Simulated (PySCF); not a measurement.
**C₆ coefficients of unlike pairs at PBE**

Calculated with PySCF 2.14 from the dipole response of each species, C₆(A,B) = (3/π) ∫ α_A(iu) α_B(iu) du, in atomic units, from isotropic polarisabilities. For ions this is the dispersion term alone; charge-induced terms of lower order in 1/R come first.

```json
{"species": "F²⁺", "configuration": "[He] 2s2 2p3 (4S)", "basis": "aug-cc-pwCVQZ (9s8p6d4f2g)", "relativity": "none", "α (bohr³)": "1.252", "C₆ (like pair)": "1.595"}
{"species": "Ar²⁺", "configuration": "[Ne] 3s2 3p4 (3P)", "basis": "dyall-acv3z (19s12p6d4f)", "relativity": "none", "α (bohr³)": "4.835", "C₆ (like pair)": "16.97"}
{"species": "Al⁺", "configuration": "[Ne] 3s2 (1S)", "basis": "aug-cc-pVDZ-DK (5s4p2d)", "relativity": "spin-free X2C", "α (bohr³)": "23.92", "C₆ (like pair)": "119.4"}
{"species": "Cl", "configuration": "[Ne] 3s2 3p5 (2P)", "basis": "dyall-av3z (19s12p3d2f)", "relativity": "spin-free X2C", "α (bohr³)": "15.20", "C₆ (like pair)": "97.65"}
```

Estimate C₆ for Cl with Ar²⁺.

The integral gives 39.49. The combination rule 2 C_A C_B / (C_A α_B/α_A + C_B α_A/α_B) gives 39.26 and the geometric mean 40.71.

No spin-orbit coupling is included.

The other pairs:

| pair | C₆ |
| --- | --- |
| Cl, F²⁺ | 11.30 |
| Al⁺, F²⁺ | 10.18 |
| Ar²⁺, F²⁺ | 5.076 |
| Al⁺, Ar²⁺ | 37.44 |
| Cl, Al⁺ | 101.0 |
